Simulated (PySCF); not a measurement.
Electron correlation in Ne²⁺ (neon, charge +2)

[He] 2s2 2p4, high-spin 3P determinant. Computed with PySCF 2.14 in x2c-TZVPPall, with scalar relativity by spin-free X2C-1e. Frozen: 1s2; 6 electrons correlated.

```csv
level,correlation energy (mhartree)
CCSD,-155.09
(T),-1.39
CCSD(T),-156.48
CCSDT,-156.60
```

Diagnostics: T1 = 0.0028, D1 = 0.0059, largest double amplitude 0.026.

Cost of the coupled-cluster step: about 0.7 core-seconds, for 6 correlated electrons.

Iterations:

```
CC2 = 0
CCSD nocc = (np.int64(4), np.int64(2)), nmo = (30, 30)
frozen orbitals [[0], [0]]
max_cycle = 100
direct = 0
conv_tol = 1e-08
conv_tol_normt = 1e-06
diis_space = 8
diis_start_cycle = 0
Init t2, MP2 energy = -0.140409487809143
Init E_corr(UCCSD) = -0.140409487818519
cycle = 1  E_corr(UCCSD) = -0.152597692100886  dE = -0.0121882043  norm(t1,t2) = 0.0169658
cycle = 2  E_corr(UCCSD) = -0.154465836053614  dE = -0.00186814395  norm(t1,t2) = 0.00484497
cycle = 3  E_corr(UCCSD) = -0.155118663252933  dE = -0.000652827199  norm(t1,t2) = 0.00182105
cycle = 4  E_corr(UCCSD) = -0.155084761886974  dE = 3.3901366e-05  norm(t1,t2) = 0.000354942
cycle = 5  E_corr(UCCSD) = -0.155091146476592  dE = -6.38458962e-06  norm(t1,t2) = 5.28204e-05
cycle = 6  E_corr(UCCSD) = -0.155091095953463  dE = 5.05231289e-08  norm(t1,t2) = 9.40509e-06
cycle = 7  E_corr(UCCSD) = -0.155090983810146  dE = 1.12143317e-07  norm(t1,t2) = 1.78082e-06
cycle = 8  E_corr(UCCSD) = -0.155090994526855  dE = -1.0716709e-08  norm(t1,t2) = 2.803e-07
cycle = 9  E_corr(UCCSD) = -0.155090994745633  dE = -2.18777385e-10  norm(t1,t2) = 2.91267e-08
UCCSD converged
E(UCCSD) = -126.6687567955126  E_corr = -0.1550909947456327
UCCSD(T) correction = -0.00138935423271867
```
